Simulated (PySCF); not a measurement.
PySCF input file for H2ISi, SMILES I[SiH2], multiplicity 2, C-PCM-B3LYP/def2-SVP. Geometry: B3LYP-D3(BJ)/def2-TZVP. The isomer is the one that the SMILES or the coordinates give; other isomers of the formula were not compared. The def2 effective core potentials stand for the cores of I; spin–orbit coupling is left out.

```python
import numpy as np
from pyscf import gto, scf, dft
from pyscf.solvent import pcm

mol = gto.M(
    atom='''
    Si   -1.86891656    0.10046224    0.00000000
    I     0.58320820   -0.00452207    0.00000000
    H    -2.37260147   -0.58340074   -1.21847376
    H    -2.37260148   -0.58340075    1.21847375
    ''',
    basis='def2-SVP',
    ecp={'I': 'def2-svp'},
    charge=0,
    spin=1,
    max_memory=1600,
    verbose=3,
)
mf = dft.UKS(mol, xc='b3lyp').density_fit(auxbasis='def2-universal-jkfit')
mf.grids.level = 3
mf.conv_tol = 1e-9
mf.max_cycle = 100
mf.kernel()
fine, coarse = mf.grids, dft.Grids(mol).set(level=1).build(with_non0tab=True)
for _ in range(3):  # follow internal instabilities
    mf.grids = coarse
    mo, _, stable, _ = mf.stability(return_status=True, nroots=4)
    mf.grids = fine
    if stable:
        break
    mf.kernel(mf.make_rdm1(mo, mf.mo_occ))
res = {}
for name, eps in {'water': 78.355, '2-propanol': 19.264, 'ethylethanoate': 5.9867}.items():
    s = mf.PCM()
    s.with_solvent.method, s.with_solvent.eps, s.with_solvent.lebedev_order = 'C-PCM', eps, 29
    s.kernel(mf.make_rdm1())
    res[name] = (s.e_tot, eps, s.dip_moment(), s.mo_energy, s.converged)
    print(f'{name}: electrostatic solvation free energy {(s.e_tot - mf.e_tot) * 627.509474:.3f} kcal/mol')
```

Log of the run:

```

WARN: HOMO -0.605618514935799 >= LUMO -0.605618514935806

converged SCF energy = -588.398920946893  <S^2> = 0.7517078  2S+1 = 2.0017071
<class 'pyscf.df.df_jk.DFUKS'> wavefunction is stable in the internal stability analysis

WARN: PCM is an experimental feature. It is still in testing.
Features and APIs may be changed in the future.

converged SCF energy = -588.400139534702  <S^2> = 0.75164533  2S+1 = 2.0016447
Dipole moment(X, Y, Z, Debye): -1.43091, -0.00703,  0.00000
water: electrostatic solvation free energy -0.765 kcal/mol

WARN: PCM is an experimental feature. It is still in testing.
Features and APIs may be changed in the future.

converged SCF energy = -588.400083303236  <S^2> = 0.75164826  2S+1 = 2.0016476
Dipole moment(X, Y, Z, Debye): -1.40784, -0.00650,  0.00000
2-propanol: electrostatic solvation free energy -0.729 kcal/mol

WARN: PCM is an experimental feature. It is still in testing.
Features and APIs may be changed in the future.

converged SCF energy = -588.39992277516  <S^2> = 0.7516566  2S+1 = 2.0016559
Dipole moment(X, Y, Z, Debye): -1.34394, -0.00507,  0.00000
ethylethanoate: electrostatic solvation free energy -0.629 kcal/mol
```

Self-consistency was reached.
